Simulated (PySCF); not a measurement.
**Question.** Give a GFN2-xTB geometry of `C=C(C)c1ccccc1` (alpha-methylstyrene).

**Answer.** 
```xyz
19
C9H10 angstrom
C     -1.8346   -0.7764    1.5196
C     -1.4178   -0.2756    0.3614
C     -2.3840    0.0819   -0.7307
C      0.0112   -0.0350    0.0953
C      0.4336    1.0648   -0.6491
C      1.7779    1.2857   -0.8859
C      2.7276    0.4041   -0.3987
C      2.3214   -0.7006    0.3309
C      0.9787   -0.9161    0.5771
H     -2.8782   -0.9600    1.7123
H     -1.1559   -1.0008    2.3242
H     -2.4794    1.1640   -0.8176
H     -2.0384   -0.3032   -1.6888
H     -3.3683   -0.3267   -0.5172
H     -0.2920    1.7664   -1.0323
H      2.0858    2.1504   -1.4563
H      3.7768    0.5747   -0.5902
H      3.0557   -1.3993    0.7058
H      0.6701   -1.7891    1.1328
```

Any rigid rotation of these coordinates is as good. Atoms count from 1 in this order. The 6-membered ring C4–C5–C6–C7–C8–C9 has internal angles of 118.2° to 120.9°; it is planar, 0.00 Å rms from its mean plane, widest ring torsion 1°. The 9 C–C bonds span 1.329 Å (C1=C2, drawn double) to 1.501 Å (C2–C3, drawn single), a spread of 0.172 Å. Of the pairs four or more bonds apart, C3···H15 is among the closest relative to their van der Waals radii: 2.70 Å, 93 % of the sum of Bondi's values.

Bonds between heavy atoms (Å): C1=C2 1.329, C2–C3 1.501, C2–C4 1.473, C4–C5 1.394, C5–C6 1.383, C6–C7 1.384, C7–C8 1.385, C8–C9 1.382, C4–C9 1.394.

Computed geometry: GFN2-xTB, gas phase.

No GFN2-xTB frequencies stand behind this structure, so it isn't proved a minimum. One conformer, not necessarily the lowest (C1–C2–C4–C5 -144°).
